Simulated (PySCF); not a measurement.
**Working out the ionisation energy of W**

W [Xe] 4f14 5d4 6s2 (5D) → W⁺ [Xe] 4f14 5d4 6s1 (6D). All numbers are calculated (PySCF 2.14, a scalar-relativistic core potential, in def2-QZVPPD with the def2 core potential (60 electrons) (7s6p4d3f2g, 84 functions)). Frozen: 5s2 5p6. Energies in hartree (1 hartree = 27.21139 eV):

```csv
part,W (lower),W⁺ (upper)
UHF,-66.319769,-66.103924
CCSD correlation,-0.111904,-0.057908
(T),-0.006487,-0.001146
```

Problem. What does Hartree-Fock give?

Solution. (-66.103924) − (-66.319769) = 0.215845 hartree = 5.873 eV.

Problem. What do CCSD and CCSD(T) give?

Solution. The CCSD correlation energies differ by 0.053996 hartree = 1.469 eV and the triples by 0.005341 hartree = 0.145 eV, so CCSD gives 7.342 eV and CCSD(T) 7.487 eV.

Measured between the centres of the two terms (NIST): 7.825 eV, so CCSD(T) (valence) is off by -0.338 eV.

What remains against the reference includes basis incompleteness, the frozen core and higher excitations.
